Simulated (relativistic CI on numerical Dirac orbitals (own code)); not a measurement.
# Transition arrays of Ni4+

Computed by Dirac-Coulomb-Breit CI, orbitals from a KLI potential per configuration, model QED, valence Slater integrals scaled by 0.9, whole transition arrays (own radial code, finite nucleus).

Configuration list (outside the closed core [Ne] 3s2): 3p⁶3d⁶, 3p⁶3d⁵4f, 3p⁵3d⁷, 3p⁶3d⁵4p, 3p⁶3d⁵5f. Levels of other configurations are missing.

All E1 lines from the levels of 3p⁶3d⁶; mean and standard deviation are weighted by gf, and upper levels are sorted by their leading configuration.

```tsv
Upper configuration	Lines	Σgf	Mean (eV)	Mean (nm)	σ (eV)	Strongest line (nm)
3p⁶3d⁵4f	5455	116.2	56.83	21.815	2.83	22.556
3p⁵3d⁷	1418	388.5	77.36	16.027	5.19	14.597
3p⁶3d⁵4p	3245	95.5	34.23	36.226	2.25	35.675
3p⁶3d⁵5f	5785	118.2	66.46	18.656	3.99	18.829
```

Σgf per state of the lower configuration in bins of 1 nm over the central range (centre: value): 14.5: 0.32, 15.5: 0.57, 16.5: 0.61, 17.5: 0.42, 18.5: 0.25, 19.5: 0.19, 20.5: 0.12, 21.5: 0.24, 22.5: 0.16, 23.5: 0.07, 24.5: 0.01, 31.5: 0.01, 32.5: 0.02, 33.5: 0.01, 34.5: 0.05, 35.5: 0.13, 36.5: 0.08, 37.5: 0.04, 38.5: 0.04.

(1) How do configuration mixing and the scaling of the Slater integrals move the arrays?

## Answers

(1) Slater scale 0.9, no configuration mixing: 3p⁶3d⁵4f 57.0 ± 2.6 eV (Σgf 153.7), 3p⁵3d⁷ 76.7 ± 5.7 eV (Σgf 362.9), 3p⁶3d⁵4p 34.2 ± 2.2 eV (Σgf 94.1), 3p⁶3d⁵5f 64.7 ± 2.7 eV (Σgf 94.1); Slater scale 1: 3p⁶3d⁵4f 56.9 ± 3.2 eV (Σgf 114.2), 3p⁵3d⁷ 78.3 ± 5.7 eV (Σgf 383.4), 3p⁶3d⁵4p 34.3 ± 2.5 eV (Σgf 95.8), 3p⁶3d⁵5f 67.2 ± 4.7 eV (Σgf 129.8); Slater scale 0.8: 3p⁶3d⁵4f 56.9 ± 2.8 eV (Σgf 118.1), 3p⁵3d⁷ 76.4 ± 4.7 eV (Σgf 391.7), 3p⁶3d⁵4p 34.1 ± 2.0 eV (Σgf 95.3), 3p⁶3d⁵5f 65.8 ± 3.7 eV (Σgf 108.7). With mixing, levels are counted to their leading configuration, so an array can shrink or vanish into another, and the sums then hold other lines.
